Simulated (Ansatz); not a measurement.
Be₂H₂F₂⁺, that is (HBe-mu-F)2 with one electron fewer. Total charge 1; doublet. Geometry PBE-D4/def2-TZVP, that of the neutral singlet; atoms count from 1.

Cartesian coordinates in Å:
```
Be 0.065 -0.859 -0.699
H 0.143 -1.894 -1.544
F -1.121 -0.067 -0.022
Be -0.065 0.858 0.700
H -0.143 1.894 1.544
F 1.121 0.067 0.022
```

**Question.** Estimate the Mulliken populations from the PBE0/def2-TZVP orbitals of Ansatz.

**Answer.** 
```tsv
atom	charge (e)	spin (α − β)
Be1	0.48	0.18
H2	0.20	0.30
F3	-0.18	0.02
Be4	0.48	0.18
H5	0.20	0.30
F6	-0.18	0.02
```
Mulliken values depend strongly on the basis.

**Question.** Where does the spin sit?

**Answer.** Summed by element: Be 0.37, H 0.59, F 0.04, of 1 unpaired in all. Largest on single atoms: H2 0.30, H5 0.30, Be1 0.18.

**Question.** And the Mayer bond orders between heavy atoms (over 0.3)?

**Answer.** Be1–F3 0.69 (1.58 Å); Be1–F6 0.69 (1.58 Å); F3–Be4 0.69 (1.58 Å); Be4–F6 0.69 (1.58 Å).
